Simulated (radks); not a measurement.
The numbers below are computed, except where a source is named.
Ionisation of neutral tin, [Kr] 4d10 5s2 5p2, to Sn+, [Kr] 4d10 5s2 5p1, under several functionals. Non-relativistic Kohn-Sham, spin-unpolarised, spherical densities, point nucleus; a radial shooting solver on a logarithmic mesh with Libxc functionals.

functional,E(Sn) (hartree),Exc (hartree),IE (eV),-e(HOMO) (eV),<r> HOMO (bohr),IE error (eV)
TPSS,-6025.07236,-160.85311,6.906,3.761,3.245,-0.437
AM05,-6020.12085,-155.85076,6.904,3.730,3.248,-0.440
OLYP,-6027.34060,-163.24951,6.673,3.531,3.297,-0.671
Wu-Cohen GGA,-6024.16368,-159.94327,6.968,3.782,3.231,-0.376
"LDA (Slater exchange, Perdew-Wang correlation)",-6019.93288,-155.65639,7.141,3.931,3.236,-0.203
revPBE,-6025.06904,-160.86001,6.874,3.721,3.268,-0.470
exchange-only r2SCAN,-6022.70841,-158.49427,6.166,3.100,3.299,-1.178
revTPSS,-6024.10252,-159.86736,6.919,3.778,3.245,-0.425

NIST Atomic Spectra Database: 7.344 eV (measured). Closest: LDA (Slater exchange, Perdew-Wang correlation). The Delta-SCF values span 0.97 eV, the total energies 7.41 hartree. The highest occupied level is 5p. Relativity is left out here, which matters for elements this heavy. Spin polarisation and multiplet splitting are left out, so open shells lie too high by an amount that depends on their filling.

Beside tabulated values, note that spin-unpolarised runs miss the spin-polarisation part of the exchange energy of open shells.
